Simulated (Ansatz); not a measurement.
Abridged output of a molecular run in Ansatz:

```
Functional definition: HF
1752 factors; integrals over basis functions are off by at most 1.2e-3 eV
mean field evaluation 1: about -15704.7198 eV, gradient 5.3e1 eV
mean field evaluation 2: about -15704.9811 eV, gradient 5.4e1 eV
mean field evaluation 4: about -15710.6437 eV, gradient 3.9e0 eV
mean field evaluation 8: about -15710.7094 eV, gradient 2.0e-1 eV
mean field evaluation 16: about -15710.7095 eV, gradient 2.6e-6 eV
mean field -15710.70952414 eV, -577.3579259106 hartree, gradient 2.6e-6 eV, S^2 0.000000; 0 other end points of the search recorded, 0 dependent functions left out
10 core orbitals not correlated: weight in the atoms' cores, before any rotation towards them, 1.000 or more for the frozen orbitals, at most 0.000 for the correlated occupied ones
reference -15710.70952414 eV, -577.3579259106 hartree; 18, 18 occupied and 267, 267 virtual orbitals, 1752 factors
second order -30.34403737 eV of doubles, -0.00000000 eV of singles
cycle   1  -30.60541572 eV  change   -2.6e-1 eV  update   1.1e-1
cycle   2  -31.24420773 eV  change   -6.4e-1 eV  update   3.1e-2
cycle   3  -31.38964520 eV  change   -1.5e-1 eV  update   1.6e-2
cycle   4  -31.37878191 eV  change    1.1e-2 eV  update   4.1e-3
cycle   5  -31.37732486 eV  change    1.5e-3 eV  update   1.8e-3
cycle   6  -31.37841800 eV  change   -1.1e-3 eV  update   5.1e-4
cycle   7  -31.37832377 eV  change    9.4e-5 eV  update   2.1e-4
cycle   8  -31.37820308 eV  change    1.2e-4 eV  update   6.3e-5
cycle   9  -31.37821525 eV  change   -1.2e-5 eV  update   2.8e-5
perturbative correction -1.20493259 eV, -0.0442804561 hartree
Total energy: -15743.29267198 eV, -578.5553345081 hartree
```

Its atoms:

Z-matrix (Å, degrees):
```
Si
C 1 1.854
N 1 1.697 2 107.8
N 1 1.704 2 118.6 3 122.1
F 1 1.607 2 104.9 3 -123.9
C 2 1.331 1 124.1 3 -24.1
H 2 1.090 1 118.1 3 157.3
H 3 1.006 1 121.6 2 -40.3
H 3 1.007 1 120.2 2 168.9
H 4 1.006 1 120.0 2 86.3
H 4 1.006 1 121.0 2 -62.0
H 6 1.087 2 122.4 1 -178.9
H 6 1.087 2 121.5 1 0.9
```

(1) Which basis set was used?
A. def2-SVPD
B. def2-TZVPP
C. cc-pV(Q+d)Z
D. def2-SVP

(2) Write the keys of the input that set method, charge and spin (a neutral closed shell needs none for the last two).

## Answers

(1) B. It gives 295 functions.

(2) 
```yaml
correlation: {method: ccsd_t}
```
